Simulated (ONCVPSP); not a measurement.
## What the settings do to the ONCV potential of rubidium (Rb)

Base potential:

```
Element                 : Rb (Z = 37)
Generator               : ONCVPSP 4.0.1
Type                    : optimised norm-conserving Vanderbilt (ONCV)
Functional              : PBEsol
Relativity              : scalar-relativistic
Frozen core             : [Ar] 3d10
Valence charge          : 9
Reference configuration : 4s2 4p6 5p1
Partial waves           : 4s: rc 2.40 bohr, ncon 3, nbas 6, qcut 6.3 1/bohr, 2 projectors, debl 1.8 Ha; 4p+5p: rc 3.30 bohr, ncon 3, nbas 6, qcut 4.3 1/bohr, 2 projectors; d scattering state at 0.43 Ha: rc 2.65 bohr, ncon 3, nbas 7, qcut 3.7 1/bohr, 2 projectors, debl 3.7 Ha
Local potential         : polynomial inside 2.20 bohr (lpopt 4, dvloc0 3 Ha)
Core correction         : Teter function, fcfact 4.25, rcfact 1.6
```

Cutoffs, loose and tight: the cutoffs (Ha) at which the residual kinetic energy of the hardest occupied pseudo-wave falls to 1 and 0.1 mHa per electron. They do not see the model core or the augmentation charge, which bear on the density cutoff. Test errors are all-electron minus pseudo excitation energies from the reference, over the configurations 4s2 4p6 5s1 5p0; 4s2 4p6 5p0; 4s2 4p6 5s0.5 5p0; 4s2 4p6 4d1 5p0. A dash means not determined; rows that change the core or the reference have their own tests. The largest error is taken over the tests solved by every variant that gives reliable tests at all: 4s2 4p6 5p0; 4s2 4p6 5s0.5 5p0; 4s2 4p6 5s1 5p0.

For the base: The cutoffs count occupied waves only; projector 2 of the d channel, the hardest unoccupied one, needs 35 Ha at the loose tolerance.

A true bound ghost makes a file unfit for plane-wave use even where its test errors are small: the radial tests pick states by their node count and pass the ghost by.

```tsv
change	outcome	cutoff, loose	cutoff, tight	bound ghosts	GHOST(+) flags above zero	largest test error (meV)
base	generated	9.7 Ha	12 Ha	none	none	-0.3
local potential polynomial inside 2.20 bohr (lpopt 4, dvloc0 -0.5 Ha)	generated	9.7 Ha	12 Ha	none	none	+1.0
s: qcut 8.1	generated	11 Ha	13 Ha	none	none	-0.5
s: debl 3.7	generated	9.7 Ha	12 Ha	none	none	+7.1
d: qcut 2.5	generated	9.7 Ha	12 Ha	d	d	-0.3
s: qcut 6.4; p: qcut 4.4; d: qcut 3.8	generated	9.8 Ha	12 Ha	none	none	-0.2
```
